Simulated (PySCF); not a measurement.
Computed IR spectrum (relative IR intensity) of a molecule C2H4F2OSi. The structure is a stationary point at PBE-D3(BJ)/def2-SVP. Other conformers were not sampled. Computed with PySCF 2.14.0 with PBE-D3(BJ)/def2-SVP. Frequencies are harmonic and unscaled.

Lines under 2 % of the strongest are left out, and lines within 2 cm⁻¹ are merged.

ν (cm⁻¹): 59 (vw), 82 (w), 115 (vw), 147 (w), 231 (w), 285 (w), 344 (w), 594 (m), 650 (m), 706 (w), 746 (m), 865 (m), 898 (vs), 1050 (s), 1257 (vw), 1328 (w), 1397 (vw), 1717 (s), 2194 (s), 2735 (vs), 2941 (w), 3000 (w) (against the strongest line: vs over 80 %, s over 45 %, m over 15 %, w over 4 %, vw less)

Pick the molecule that these values belong to.
A) O=C[Si@@H](F)CF
B) O[Si@H](F)/C=C\F
C) C=C(F)[Si@@H](O)F
D) F/C=C\O[SiH2]F

A, O=C[Si@@H](F)CF
